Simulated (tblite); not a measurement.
Compound: C4H9B2F3Si.
Bonds: C1–C2 (double), C2–C3, C2–B4, B4–B5, B5–Si6, Si6–C7, C7–F8, C7–F9, C7–F10. Hydrogens: H11, H12 on C1; H13, H14, H15 on C3; H16 on B4; H17 on B5; H18, H19 on Si6.

Computed with GFN2-xTB (tblite), gas phase: L-BFGS steps from a force-field or distance-geometry start until the largest atomic force falls under 0.01 eV/Å.

Step 8: E = -856.2378 eV
```
atom  x, y, z in Å  |  force x, y, z in eV/Å
C1     -2.9319   -0.9638   -0.9230   -0.012   0.040   0.115
C2     -2.1434    0.0017   -0.4436   -0.030   0.017  -0.023
C3     -2.5164    0.7928    0.7899   -0.043  -0.075  -0.160
B4     -0.7131   -0.0091   -1.0489    0.030   0.119   0.042
B5      0.5199   -0.2244   -0.0263    0.202  -0.115  -0.114
Si6     2.1344    0.8883   -0.0064    0.015  -0.091   0.083
C7      3.5335   -0.4233    0.4889   -0.117   0.267  -0.087
F8      4.8099    0.0066    0.4266   -0.051   0.003   0.000
F9      3.4778   -1.5325   -0.2896    0.016   0.048   0.107
F10     3.3377   -0.8375    1.7611    0.072  -0.101  -0.044
H11    -3.8566   -1.2425   -0.4440   -0.067  -0.025   0.003
H12    -2.6205   -1.5655   -1.7622   -0.172   0.102  -0.028
H13    -2.6500    0.1263    1.6427    0.039   0.003  -0.037
H14    -3.4632    1.3120    0.6361    0.086   0.018  -0.005
H15    -1.7409    1.5179    1.0360   -0.133  -0.025  -0.032
H16    -0.6073    0.0200   -2.2215   -0.081  -0.174   0.094
H17     0.5231   -1.1900    0.6481    0.110   0.033  -0.048
H18     2.2703    1.9240    1.0332    0.124  -0.025  -0.105
H19     2.6269    1.4083   -1.3044    0.014  -0.019   0.240
```

Step 9: E = -856.2508 eV
```
atom  x, y, z in Å  |  force x, y, z in eV/Å
C1     -2.9383   -0.9634   -0.9231   -0.010   0.060   0.121
C2     -2.1490    0.0032   -0.4460    0.041   0.015  -0.036
C3     -2.5211    0.7946    0.7885   -0.037  -0.103  -0.250
B4     -0.7139   -0.0125   -1.0502    0.004   0.084  -0.038
B5      0.5251   -0.2341   -0.0305    0.166  -0.075  -0.089
Si6     2.1381    0.8852    0.0050   -0.047  -0.029   0.002
C7      3.5361   -0.4217    0.4892   -0.128   0.336  -0.121
F8      4.8112    0.0126    0.4237   -0.043  -0.023   0.023
F9      3.4781   -1.5285   -0.2873    0.038  -0.028   0.025
F10     3.3375   -0.8376    1.7566    0.106  -0.131   0.103
H11    -3.8596   -1.2446   -0.4363   -0.041  -0.010  -0.036
H12    -2.6326   -1.5589   -1.7694   -0.174   0.092   0.004
H13    -2.6510    0.1276    1.6366    0.020  -0.068   0.066
H14    -3.4659    1.3162    0.6417    0.035   0.018  -0.041
H15    -1.7483    1.5179    1.0334   -0.038   0.041  -0.010
H16    -0.6125    0.0083   -2.2303   -0.079  -0.163   0.248
H17     0.5378   -1.1981    0.6494    0.079   0.055  -0.092
H18     2.2841    1.9335    1.0305    0.102  -0.056  -0.082
H19     2.6345    1.4095   -1.2889    0.008  -0.016   0.204
```

Problem. Estimate the geometry and energy of step 10. (The exact step hangs on the optimiser's Hessian estimate; all steps are aligned on step 9, rigid shifts and turns removed.)

Solution. E = -856.2640 eV, largest force 0.357 eV/Å
```
atom  x, y, z in Å  |  force x, y, z in eV/Å
C1     -2.9455   -0.9622   -0.9213   -0.018   0.055   0.075
C2     -2.1540    0.0051   -0.4498    0.095   0.003  -0.038
C3     -2.5263    0.7948    0.7837   -0.012  -0.083  -0.202
B4     -0.7143   -0.0145   -1.0511   -0.011   0.017  -0.068
B5      0.5339   -0.2457   -0.0374    0.071  -0.011  -0.064
Si6     2.1405    0.8818    0.0172   -0.109   0.052  -0.067
C7      3.5371   -0.4152    0.4883   -0.073   0.219  -0.060
F8      4.8111    0.0186    0.4211   -0.023  -0.007   0.032
F9      3.4792   -1.5236   -0.2836    0.037  -0.053  -0.068
F10     3.3397   -0.8399    1.7524    0.121  -0.103   0.190
H11    -3.8638   -1.2471   -0.4288   -0.016   0.019  -0.055
H12    -2.6493   -1.5496   -1.7767   -0.160   0.066   0.026
H13    -2.6517    0.1282    1.6306    0.001  -0.111   0.113
H14    -3.4681    1.3211    0.6466   -0.031   0.005  -0.088
H15    -1.7575    1.5181    1.0302    0.054   0.090   0.000
H16    -0.6197   -0.0077   -2.2354   -0.062  -0.142   0.322
H17     0.5552   -1.2059    0.6489    0.049   0.049  -0.128
H18     2.3009    1.9424    1.0258    0.072  -0.069  -0.036
H19     2.6428    1.4105   -1.2680    0.016   0.005   0.116
```

The energy changes by -0.0132 eV. The first-order estimate −F·Δx gives -0.0188 eV and the mean of the old and new forces, exact on a quadratic surface, -0.0132 eV. The step makes an angle of 63° with the force vector and moves no atom by more than 0.022 Å.

What follows is the cost of the whole relaxation. On Arm Neoverse N1, one thread, no GPU, shared host, this took 3.3 s of wall time.
